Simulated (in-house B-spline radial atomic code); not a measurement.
Results of a calculation; reference values are marked as such.
# Building a PAW s channel for Cu, r_c = 2.94 bohr

Cu, [Ar] 3d10 4s1, non-relativistic PBE, spherical and spin-unpolarised, from a B-spline radial code for spherical atoms (atomic units; all potentials screened as in the neutral atom).

Two all-electron partial waves φ1, φ2 are integrated outwards at E1 = ε(4s) = -0.163112 and E2 = E1 + 2 hartree; φ1 is the bound orbital and φ2 has unit norm inside r_c = 2.9445 bohr. Smooth partners are polynomials, r^1(a0 + a1 r² + a2 r⁴ + a3 r⁶), matched to φ and three derivatives at r_c, with no condition on the norm. The local potential is -1.59589 + (0.405494) r² + (-0.0447533) r⁴ + (0.0018316) r⁶ inside 2.5045 bohr and the all-electron one outside.

```
wave     φ(r_c)     φ'(r_c)         a0           a1           a2            a3
   1  0.5673199  -0.1261782  0.4503541  -0.04317632  0.001796714  -2.82333e-05
   2  0.8990146  -0.5532735  -1.925794    0.7482532  -0.07785243   0.002448686
```

Inside r_c the overlaps are <φi φj> = [[0.55582, 0.05011], [0.05011, 1.00000]] and, for the smooth waves, [[0.69039, -0.27397], [-0.27397, 2.05019]]. With χj = (Ej − T − V_local) applied to smooth wave j, the program's quadrature gives the matrix B_ij = <smooth i, χj> as [[0.20274, -1.06430], [-0.41613, 2.96169]].

Task: Check the match of the first wave, and find the augmentation charges q_ij.

Result: At r_c the four terms are 1.32607, -1.10225, 0.39768, -0.05418, which sum to 0.5673, φ1(r_c) to rounding. q_ij is the all-electron overlap less the smooth one: [[-0.13457, 0.32409], [0.32409, -1.05019]]. The smooth first wave has a norm of 0.6904 inside r_c against 0.5558, so q11 is negative and must stay small enough for the overlap operator to be positive.

Task: B isn't symmetric. Show that D_ij = B_ij + Ej q_ij is.

Result: Integrating by parts gives B12 − B21 = (E1 − E2) q12: -1.06430 − (-0.41613) = -0.64817, and −2 × (0.32409) = -0.64817. So D12 = -1.06430 + (1.836888)(0.32409) = -0.46899 and D21 = -0.41613 + (-0.163112)(0.32409) = -0.46899; D11 = 0.22469, D22 = 1.03261. The projectors, p = (B⁻¹)ᵀ χ, are dual to the smooth waves; det B = 0.16.

Solving (T + V_local + Σ p D p) ψ = E (1 + Σ p q p) ψ in a sphere of 9 bohr, whose wall lifts the free-atom level a little, gives these levels:

| all-electron | one projector | two projectors |
| --- | --- | --- |
| -0.162441 | -0.162441 | -0.162441 |
| 0.096841 | 0.095121 | 0.096450 |
| 0.435604 | 0.418320 | 0.433480 |
| 0.927224 | 0.834244 | 0.923425 |
| 1.565130 | 1.287500 | 1.564100 |

Task: What does the second projector gain?

Result: With one projector the errors are 0.00, -1.72, -17.28, -92.98 millihartree, and the level at 1.2875 is out of step with the all-electron series: an extra state, or one far too low, so the pairing ends there. With two the errors are 0.00, -0.39, -2.12, -3.80, -1.03 millihartree. The scattering is exact at E1 and at E2 = 1.837, and over all levels compared the largest error is 3.8 millihartree. The lowest eigenvalue of the overlap operator is 0.6096 with one and 0.3533 with two projectors. The smooth orbital alone needs a cutoff of 0.98 hartree for 1 millihartree of kinetic energy, against 3.28 for a norm-conserving Troullier-Martins orbital of the same radius; part of the gain comes from giving up the norm, part from the simpler form.
